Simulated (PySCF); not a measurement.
Al(OH)2 (AlH2O2), SMILES [OH][Al][OH], multiplicity 2.

The structure is a stationary point at PBE-D3(BJ)/def2-TZVP. The multiplicity is an assumed one; other spin states were not compared. The isomer is the one that the SMILES or the coordinates give; other isomers of the formula were not compared. Other conformers were not sampled.

Calculation: TDA-PBE/def2-SVPD run with PySCF.

Vertical excitations. Isolated molecule, no solvent.

| state | energy (eV) | λ (nm) | f | main pairs |
|---|---|---|---|---|
| root 1 | 3.96 | 313 | 0.076 | α HOMO→LUMO 79 %, β HOMO−2→LUMO 20 % |
| root 2 | 3.99 | 310 | 0.000 | β HOMO→LUMO 100 % |
| root 3 | 4.27 | 291 | 0.007 | β HOMO−1→LUMO 98 % |
| root 4 | 4.56 | 272 | 0.077 | α HOMO→LUMO+1 98 % |
| root 5 | 4.58 | 271 | 0.087 | α HOMO→LUMO 19 %, β HOMO−2→LUMO 79 % |
| root 6 | 5.23 | 237 | 0.149 | α HOMO→LUMO+2 97 % |
| root 7 | 5.30 | 234 | 0.001 | β HOMO−3→LUMO 98 % |
| root 8 | 5.96 | 208 | 0.077 | α HOMO→LUMO+3 80 %, α HOMO→LUMO+4 15 % |
| root 9 | 6.06 | 205 | 0.017 | α HOMO−1→LUMO 82 %, β HOMO→LUMO+2 13 % |
| root 10 | 6.13 | 202 | 0.043 | α HOMO→LUMO+4 80 %, α HOMO→LUMO+3 17 % |
Unrestricted roots are not spin-pure.
